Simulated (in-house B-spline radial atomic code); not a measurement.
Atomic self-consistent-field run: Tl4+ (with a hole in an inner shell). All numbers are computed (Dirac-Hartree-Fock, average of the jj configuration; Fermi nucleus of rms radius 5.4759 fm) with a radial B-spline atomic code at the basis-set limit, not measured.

In the input, a minus or plus after the letter marks the j = l - 1/2 or j = l + 1/2 subshell.

Command:
```bash
python run_scf.py task.json out
```
Settings (nuclear radius in fm, mass in u):
```
Z                81
configuration    1s2 2s2 2p6 3s2 3p6 3d10 4s2 4p6 4d10 4f14 5s2 5p-2 5p+3 5d-4 5d+5 6s1
hamiltonian      dirac
method           hf
spin_polarised   False
nucleus          fermi
rms_radius       5.4759
atomic_mass      204.97443
speed_of_light   137.035999084
```

Output (hartree, bohr):
```
 radial grid: 73 intervals, B-splines of order 8, outer radius 40.8511 bohr

 iter        energy (Eh)    residual
    1      -20264.461141    9.83e-01
    2      -20267.850726    1.62e-01
    3      -20268.235382    4.82e-02
    4      -20268.266776    1.96e-02
    5      -20268.271825    3.96e-03
    6      -20268.272169    6.19e-04
    7      -20268.272172    3.35e-04
    8      -20268.272174    3.99e-05
    9      -20268.272174    3.27e-06
   10      -20268.272174    5.96e-07

 total energy                    -20268.27217
 kinetic                           23457.9911
 electron-nucleus                 -51053.5871
 electron-electron                  7327.3238

 first-order corrections (not in the total)
   Gaunt                            26.4971
   retardation                      -2.8089
   frequency dependence             -0.5283
   self-energy                      19.9628
   Uehling                          -4.1725
   Wichmann-Kroll                    0.1888
   recoil                            0.0325

 orbital      occ     eigenvalue          <r>       <r^2>       <1/r>       r_max    small
 1s1/2      2.000     -3166.2191    0.0163195 0.000368936     99.3525     0.01003  9.52e-02
 2s1/2      2.000      -570.8633    0.0680365  0.00554456     24.5331     0.05832  2.19e-02
 2p1/2      2.000      -546.9775    0.0559636  0.00392174     24.4441     0.04285  2.20e-02
 2p3/2      4.000      -470.9341    0.0647187  0.00510178     19.6776     0.05042  1.94e-02
 3s1/2      2.000      -140.3666     0.176698   0.0358663     9.01289       0.164  7.38e-03
 3p1/2      2.000      -129.6597     0.167362   0.0327198     8.91087      0.1531  7.31e-03
 3p3/2      4.000      -112.5280     0.183283   0.0390331     7.67117      0.1683  6.57e-03
 3d3/2      4.000       -95.0937     0.159626   0.0299219     7.55159       0.131  6.43e-03
 3d5/2      6.000       -91.4644     0.164478   0.0316406     7.27258      0.1352  6.23e-03
 4s1/2      2.000       -34.2829     0.391395    0.172943     3.80339      0.3694  2.50e-03
 4p1/2      2.000       -29.6434     0.393377    0.176086     3.69257      0.3676  2.40e-03
 4p3/2      4.000       -25.4106     0.426404     0.20667     3.27922       0.398  2.14e-03
 4d3/2      4.000       -17.8440     0.432071    0.215604     3.08086      0.3902  1.94e-03
 4d5/2      6.000       -17.0350     0.443217    0.226676     2.98185      0.3999  1.86e-03
 4f5/2      6.000        -7.1849     0.461357     0.25468     2.63144       0.357  1.50e-03
 4f7/2      8.000        -7.0027     0.467033    0.260749     2.59605      0.3615  1.47e-03
 5s1/2      2.000        -7.4735      0.88119    0.869148     1.55154      0.8116  6.38e-04
 5p1/2      2.000        -5.8937     0.941331    0.997073     1.43426      0.8526  5.59e-04
 5p3/2      3.000        -5.0810      1.02149     1.17375     1.29603      0.9239  4.88e-04
 5d3/2      4.000        -2.7041       1.2392      1.7546     1.04838       1.064  3.32e-04
 5d5/2      5.000        -2.5672      1.28305     1.88175     1.00876       1.098  3.10e-04
 6s1/2      1.000        -1.9243      2.06937     4.76789    0.624208       1.896  1.34e-04
```

Cost of the run: 1.8 s on 1 thread of Arm Neoverse V1, with other jobs on the host.

For the Dirac Hamiltonian the kinetic term is c α·p + (β - 1)c².
